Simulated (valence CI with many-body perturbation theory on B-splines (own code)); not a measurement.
# W LXX: key properties

Level of theory: relativistic CI+MBPT: three valence electrons over a frozen Dirac-Fock core [He], radial functions for each j: 9 s, 9 p, 8 d, 6 f, 3 g, 1 h, with the one-electron correlation potential Σ1 (screened to all orders), the two-electron term Σ2, the three-electron term Σ3, Breit, model QED; selected single and double excitations, second order for the rest, scaled by the run's own slope (own B-spline code, finite nucleus).

The last digits are not significant, and no measured levels were compared; by estimate large intervals hold to a few tenths of a per cent, small ones and those within an open d or f shell to about a per cent.

Levels are named by their leading jj configuration (3d3/2^4 stands for four electrons in 3d with j = 3/2), which in mixed levels can hold well under half, so a name can repeat and another be missing.

Rates and lifetimes use the calculated energies. Strong lines usually hold to 10 to 20 %, long lifetimes can be off by a factor of two.

(1) What is the ground level?

(2) What are the static dipole polarisabilities of the lowest levels?

(3) How well does LS coupling describe the low levels?

(4) What is the ionisation energy?

(5) Name the longest-lived excited levels whose lifetime is computed, and their main decay.

(6) Where does the other parity begin?

(7) Among levels below 11822 eV, which E1 lines absorb most strongly from the ground level?

Results:

(1) (2s^2 2p1/2) J=1/2, composition 100 % 2s2 2p 2P°, g = 0.615.

(2) (2s^2 2p1/2) J=1/2 0.000152 bohr³, of which the core gives 2.19e-07.

(3) Among the lowest 20 levels the leading LS term, summed over configurations, holds 76 % on average. For single configurations the figures are 75 % in LS and 99 % in jj coupling. Terms mix most in the J = 3/2 level at 2051 eV, where the leading one holds 49 %.

(4) 18823 eV; NIST lists 18872 ± 3 eV (semi-empirical).

(5) (2s 2p1/2 2p3/2) J=5/2 at 1695 eV lives 113 ps, mostly by E1 to (2s^2 2p3/2) J=3/2; (2s 2p1/2^2) J=1/2 at 271 eV lives 39.9 ps, mostly by E1 to (2s^2 2p1/2) J=1/2; (2s^2 2p3/2) J=3/2 at 1463 eV lives 19.5 ps, mostly by E1 to (2s 2p1/2^2) J=1/2.

(6) At (2s 2p1/2^2) J=1/2, 271 eV.

(7) to (2s^2 3d3/2) J=3/2 at 0.1106 nm, f = 0.555; to (2s 2p1/2 3p1/2) J=3/2 at 0.1136 nm, f = 0.198; to (2s 2p1/2 2p3/2) J=3/2 at 0.7007 nm, f = 0.171.
